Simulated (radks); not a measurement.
Task: Numerical settings for neutral antimony, [Kr] 4d10 5s2 5p3. All-electron calculation, Dirac Kohn-Sham, LDA (Slater exchange, Perdew-Wang correlation), spin-unpolarised, spherical densities, point nucleus; open shells fill j = l - 1/2 first. Program: a radial shooting solver on a logarithmic mesh with Libxc functionals. The defaults (mesh step 0.008 in ln r, mesh end at 40 bohr or more with all orbitals vanishing there, Anderson mixing 0.5 over 9 steps, residual threshold near 1e-9 with the energy settled to 1e-9 hartree or 1e-11 of itself, here a cap of 83 iterations) give E = -6478.0333 hartree and 5p3/2 at -4.670 eV in 13 iterations. Run on one thread of a shared host, so times are rough (Arm Neoverse N1): 0.18 s of CPU time, 0.18 s wall, 13 iterations on 2725 mesh points. One setting is changed at a time: mesh step in ln r 0.012; mesh step in ln r 0.12; mesh step in ln r 0.02; mesh end (bohr) 5; mesh end (bohr) 2; residual threshold 0.01; residual threshold 1e-05; mixing 0.01; linear mixing, mixing 1; linear mixing, mixing 0.2; mixing history 3; iteration cap 5. Which runs fail to converge, and which converge to a wrong energy?

Result: Not converged within the cap: mesh step in ln r 0.12; linear mixing, mixing 1; linear mixing, mixing 0.2; iteration cap 5. Settled on a wrong energy, with an occupied level pushed above zero by the early mesh end: mesh end (bohr) 2 (+16.5 hartree). Apart from these: settings that end as converged yet miss the energy by more than 1 mhartree: mesh end (bohr) 5 (+0.139 hartree).
